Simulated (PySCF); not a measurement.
Geometry:
```
atom   x (Å)   y (Å)   z (Å)
  C1  -2.399   0.590  -1.199
  C2  -2.935   0.346   0.019
 Si3  -1.501   0.061   1.180
  C4  -0.219   0.314  -0.188
  C5   1.215   0.248  -0.068
  C6   1.954  -0.028   1.068
  C7   3.355  -0.015   0.849
  C8   3.676   0.271  -0.453
  S9   2.280   0.525  -1.417
 C10  -0.935   0.573  -1.317
 H11  -3.004   0.796  -2.089
 H12  -4.012   0.340   0.196
 H13  -1.383   1.063   2.282
 H14  -1.449  -1.307   1.783
 H15   1.489  -0.234   2.034
 H16   4.099  -0.210   1.622
 H17   4.667   0.347  -0.899
 H18  -0.465   0.765  -2.289
```

Geometry: PBE0-D3(BJ)/def2-SVP; GIAO shifts from PySCF 2.14, gas phase, non-relativistic, averaged over equivalent atoms.

At PBE/pcSseg-1 (224 basis functions, 43 s wall time on 1 thread of an Intel Xeon 6975P-C, shared host):
| atoms | δ (ppm) |
| --- | --- |
| C1 | 157.3 |
| C5 | 148.7 |
| C10 | 141.8 |
| C4 | 140.3 |
| C6 | 130.9 |
| C7 | 129.9 |
| C8 | 129.5 |
| C2 | 125.2 |
| Si3 | -45.4 |
| S9 | 221.9 |
| H11 | 7.18 |
| H18 | 7.15 |
| H15 | 6.97 |
| H16 | 6.88 |
| H17 | 6.88 |
| H12 | 6.00 |
| H13/H14 | 5.00 |

δ = σ(ref) − σ, references computed at the same level: 13C (σ = 180.03 ppm), 29Si (σ = 334.61 ppm), 1H (σ = 31.20 ppm) against TMS; CS2 for 33S (σ = 490.84 ppm).

Question: What do these become at PBE0/pcSseg-1?

Answer: 
| atoms | δ at PBE0/pcSseg-1 | change |
| --- | --- | --- |
| C1 | 159.7 | +2.4 |
| C5 | 150.8 | +2.1 |
| C10 | 144.1 | +2.3 |
| C4 | 142.5 | +2.2 |
| C6 | 132.9 | +2.0 |
| C7 | 132.0 | +2.1 |
| C8 | 133.2 | +3.7 |
| C2 | 128.2 | +3.0 |
| Si3 | -42.0 | +3.4 |
| S9 | 207.1 | -14.8 |
| H11 | 7.22 | +0.04 |
| H18 | 7.20 | +0.05 |
| H15 | 7.04 | +0.07 |
| H16 | 6.97 | +0.09 |
| H17 | 7.04 | +0.16 |
| H12 | 6.13 | +0.13 |
| H13/H14 | 4.89 | -0.11 |

Scale: TMS for 13C (184.41 ppm) and 29Si (351.99 ppm) and 1H (31.27 ppm); 33S (495.66 ppm) vs CS2 (reference shieldings calculated alike).

The largest change is at S9 (aromatic ring sulfur). Cost: 224 basis functions, 40 s wall time on 1 thread of an Intel Xeon 6975P-C, shared host. The order of the carbon signals changes between the two levels.
